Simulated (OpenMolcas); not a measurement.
## Fe III: the spin-orbit constant, worked from levels

| Quantity | Value |
| --- | --- |
| Program | OpenMolcas 26.06 |
| Basis | ANO-RCC-VQZP [7s6p4d3f2g1h] |
| Scalar Hamiltonian | DKH2, point nucleus |
| Active space | 12 electrons in 8 orbitals (RAS1 3p, at most 2 holes; RAS2 3d) |
| State averaging | 2S+1 = 5 even, 5 roots; 2S+1 = 3 even, 45 roots; 2S+1 = 1 even, 44 roots |
| Spin-orbit coupling | state interaction with AMFI integrals over the reference wave functions, term energies averaged over their components |

Methods: RASSCF; MS-RASPT2, IPEA 0.25 Eh, imaginary shift 0.1 Eh (closed shells correlated: 3s). Measured levels: Corliss and Sugar, J. Phys. Chem. Ref. Data 11, 135 (1982).

**The spin-orbit constant.** For the Hund term ⁵D of d6, E(J) = (A/2) J(J+1) + constant and ζ = -2S·A = -4A. From J = 0 to J = 4 the energy changes by 10 A.

```csv
Source,E(4) - E(0),A,ζ
RASSCF,-1037.8,-103.8,415
MS-RASPT2,-1037.7,-103.8,415
measured,-1027.3,-102.7,411
```

All in cm-1. MS-RASPT2 is off by +1.0 % and RASSCF by +1.0 %. Both methods take the spin-orbit matrix elements from the reference wave functions, so the second can move ζ only through the term energies and any multistate remixing. Second-order mixing with other terms is absorbed into this ζ.

Active for correlation alone: 3p; no level in the range computed is led by a configuration that opens it, so any true level of that kind is missing. Without dynamic correlation excited terms often stand tens of per cent too high (terms of higher spin than the ground term too low), and those without a measured partner can miss by more than the paired ones (holds for RASSCF). Measured partners are found by configuration, term and J. A level has none where our copy of the source lacks it or the pairing is in doubt (some pairs that miss far off the trend of their configuration count as doubtful), and it then counts in no deviation. Only configurations of the active space appear.
